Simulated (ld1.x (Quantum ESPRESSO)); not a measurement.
## Ranking PAW potentials for O (Z = 8)

All share these settings but for the change named:

- Element: oxygen
- Generator: ld1.x (Quantum ESPRESSO) 7.5
- Type: PAW
- Functional: PBE
- Relativity: scalar-relativistic
- Frozen core: [He]
- Valence charge: 6
- Reference configuration: 2s1.75 2p4.25
- Partial waves: 2s (bound): rcut 0.65, rcutus 0.70 bohr; 2s channel at -0.95 Ry: rcut 0.65, rcutus 0.70 bohr; 2p (bound): rcut 0.85, rcutus 1.15 bohr; 2p channel at -0.2 Ry: rcut 0.85, rcutus 1.15 bohr
- Local potential: all-electron potential smoothed inside 0.85 bohr (lloc = -1)
- Core correction: a·sin(br)/r model core, default radius (core density twice the valence density)
- Augmentation charge: BESSEL, radius 0.60 bohr

Test errors are all-electron minus pseudo excitation energies from the reference, over 2s2 2p4; 2s2 2p3; 2s2 2p2; 2s2 2p0; 2s2 2p4.3; 2s1 2p4; 2s2 2p1. None of these files shows a bound ghost.

The base gives 21.2 meV.

Of 6 variants that were run, those that failed, showed a ghost or another fault, or gave nearly equal values are left out.

(1) Rank these variants by their largest absolute test error, smallest first.
A. non-relativistic
B. wave 2s channel at -0.95 Ry: rcut 0.65, rcutus 0.70 bohr becomes 2s channel at -1.53 Ry: rcut 0.65, rcutus 0.70 bohr
C. augmentation PSQ, inside the norm-conserving radii
D. waves 2p (bound): rcut 0.85, rcutus 0.92 bohr; 2p channel at -0.2 Ry: rcut 0.85, rcutus 0.92 bohr

Answers

(1) D (11.6 meV), C (17.9 meV), A (23.9 meV), B (178.0 meV).
